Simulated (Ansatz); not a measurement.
A nudged elastic band was laid between two geometries of ClH3O2Sn + FH (9 atoms, charge 0, multiplicity 1).

Computed with Ansatz, RKS PBE0/def2-SVP.

```
movable images  : 9
climbing image  : yes
spring          : 5.0 eV/Å²
optimiser       : quadratic models (default)
start path      : through a guess of the saddle point
force threshold : 0.05 eV/Å
iteration limit : 48
end points      : relaxed
```

Image 0:

```xyz
9
Properties=species:S:1:pos:R:3
Sn -0.038 0.035 -0.029
Cl -0.113 -0.138 2.362
O 1.807 -0.263 -0.635
H 1.889 -1.185 -0.912
H -0.851 1.386 -0.636
O -0.975 -1.623 -0.564
H -1.154 -2.200 0.188
F 1.225 2.103 1.094
H 1.080 1.667 1.910
```

Image 10:

```xyz
9
Properties=species:S:1:pos:R:3
Sn 0.337 0.228 -0.450
Cl -0.999 0.422 2.846
O 1.701 -0.187 -1.788
H 2.168 -1.006 -1.579
H -0.687 1.460 -0.993
O -0.352 -1.486 0.200
H -0.772 -1.362 1.066
F 1.297 0.952 1.123
H 0.176 0.763 2.354
```

Q: Which bonds break or form, and what moves?

A: Bonds broken: Sn1–Cl2, F8–H9. Bonds formed: Sn1–F8, Cl2–H9. ClH3O2Sn + FH becomes ClH + FH3O2Sn.

Q: What energy profile does the band end with?

A: The run converged. The highest image is number 7 of 0 to 10, 11.2 kcal/mol above the first end and 4.6 kcal/mol above the last; the last end lies 6.6 kcal/mol above the first. A vibrational analysis at the climbing image gives one clearly imaginary mode, 238i cm⁻¹: a first-order saddle point. The orbitals stay closed-shell, which can raise the energy where a bond breaks towards radicals; this wasn't checked here.

| image | path coordinate (Å) | energy (kcal/mol) | Sn1–Cl2 (Å) | F8–H9 (Å) | Sn1–F8 (Å) |
| --- | --- | --- | --- | --- | --- |
| 0 | 0.00 | 0.0 | 2.40 | 0.94 | 2.67 |
| 1 | 0.46 | 0.9 | 2.41 | 0.94 | 2.64 |
| 2 | 0.93 | 3.0 | 2.43 | 0.94 | 2.65 |
| 3 | 1.39 | 5.3 | 2.44 | 0.94 | 2.63 |
| 4 | 1.85 | 6.9 | 2.46 | 0.95 | 2.58 |
| 5 | 2.31 | 7.9 | 2.50 | 0.95 | 2.46 |
| 6 | 2.78 | 9.2 | 2.59 | 0.99 | 2.30 |
| 7 | 3.24 | 11.2 | 2.81 | 1.14 | 2.13 |
| 8 | 3.63 | 8.5 | 3.07 | 1.45 | 2.02 |
| 9 | 4.02 | 6.9 | 3.36 | 1.63 | 1.99 |
| 10 | 4.41 | 6.6 | 3.56 | 1.68 | 1.98 |

Q: What is the geometry of the highest image?

A: 
```xyz
9
Properties=species:S:1:pos:R:3:forces:R:3
Sn 0.154 0.197 -0.241 0.00 0.00 0.02
Cl -0.996 0.600 2.296 0.00 0.01 0.00
O 1.608 -0.025 -1.536 0.00 0.01 -0.01
H 2.085 -0.855 -1.414 0.00 -0.01 0.00
H -0.757 1.505 -0.797 0.00 0.00 0.00
O -0.328 -1.662 0.138 0.00 0.01 0.01
H -0.844 -1.675 0.958 0.01 0.00 -0.01
F 1.422 0.856 1.336 -0.01 0.00 -0.01
H 0.524 0.842 2.037 0.00 -0.01 -0.01
```

Q: What are the harmonic wavenumbers there?

A: 238i, 82, 127, 157, 187, 285, 299, 436, 471, 505, 601, 653, 660, 865, 904, 923, 1058, 1424, 2025, 3827, 3887 cm⁻¹.

Run time: 6.8 min on 2 threads of Intel(R) Xeon(R) Platinum 8488C (Sapphire Rapids), with other jobs on the host, peak memory 0.28 GiB.
